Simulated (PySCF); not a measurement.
A structure optimised at PBE-D3(BJ)/def2-TZVP, used in a PySCF frequency run:

```
Mo
O 1 1.8674
H 2 0.9716 1 126.38
H 1 1.6392 2 82.61 3 0.00
H 4 1.6435 1 61.06 2 -139.99
H 4 1.6435 1 61.06 5 -80.03
H 1 1.6953 4 114.53 5 109.16
H 1 1.6953 4 114.53 5 -29.13
```
Charge 0, spin multiplicity 1.

Problem. Write its SMILES, formula and point group.

Solution. [OH][MoH5], H₆MoO, Cs

Problem. What are its rotational constants (standard atomic weights)?

Solution. 42.717, 7.9884, 7.9875 GHz
